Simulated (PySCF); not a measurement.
Computed IR spectrum (relative IR intensity) of a molecule C₃H₄ClF. The structure is a stationary point at PBE0-D3(BJ)/def2-SVP. One conformer was computed; it need not be the lowest. Level of theory: PBE0-D3(BJ)/def2-SVP run with PySCF. Frequencies are harmonic and unscaled.

Lines under 2 % of the strongest are left out, and lines within 2 cm⁻¹ are merged.

| ν (cm⁻¹) | relative intensity |
|---|---|
| 231 | 4.2 |
| 266 | 8.9 |
| 371 | 4.9 |
| 445 | 4.0 |
| 710 | 24 |
| 831 | 11 |
| 932 | 16 |
| 989 | 36 |
| 1004 | 18 |
| 1056 | 20 |
| 1100 | 7.6 |
| 1206 | 100 |
| 1230 | 31 |
| 1278 | 8.1 |
| 1391 | 9.9 |
| 1492 | 62 |
| 3196 | 5.6 |
| 3215 | 3.4 |

Problem. Pick the molecule that these values belong to.
(A) C/C(F)=C\Cl
(B) F[C@@H]1C[C@H]1Cl
(C) FC1(Cl)CC1
(D) C/C(Cl)=C\F

Solution. B, F[C@@H]1C[C@H]1Cl
